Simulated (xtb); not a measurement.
benzenedithiol (C6H6S2), singlet, at a GFN2-xTB geometry. Base run: GFN0-xTB in xtb.

xtb was given this input:
```
$ xtb mol.xyz --gfn 0 --json

# file mol.xyz
14

S     -3.14116872    -0.26264692    -0.09295716
C     -1.38195401    -0.09892678    -0.04553054
C     -0.75085903     1.10020482    -0.34640723
C      0.62724100     1.18826431    -0.29805128
C      1.38309751     0.07775779     0.05149196
S      3.14783621     0.13921546     0.12771684
C      0.75043301    -1.12379036     0.35295925
C     -0.62427860    -1.21163333     0.30472219
H     -3.39163766     0.99403030    -0.45651050
H     -1.33037006     1.97029991    -0.61960607
H      1.10908733     2.12617929    -0.53400830
H      3.26128319     1.41914662    -0.22306711
H      1.34218743    -1.98436192     0.62415105
H     -1.11930943    -2.14164960     0.53777994
```

The base run was repeated with changes; each row names its change, and settings that it needs were set with it.

```tsv
change	ΔE vs base (kcal/mol)	HOMO-LUMO gap (eV)
base	0.000	3.17
etemp = 3000	-0.068	3.17
file = coord	0.000	3.17
etemp = 10000	-25.94	3.17
```
